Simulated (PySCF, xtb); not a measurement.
Cd(Cl)(Et) (C2H5CdCl), SMILES C[CH2][Cd][Cl].

GFN2-xTB run with xtb at its own geometry gives an orbital gap of 3.30 eV and a dipole moment of 4.71 D.

Geometry optimised at B3LYP-D3(BJ)/def2-SVP. The structure was generated by enumeration; whether it is a known compound was not checked. The def2 effective core potentials stand for the cores of Cd; spin–orbit coupling is left out. One conformer was computed; it need not be the lowest.

Task: What does M06-2X/def2-TZVP run with PySCF give? (An estimate is asked for; the answer gives what the named calculation found.)

Result: gap 8.31 eV (levels -8.65 and -0.34 eV), dipole 3.55 D.
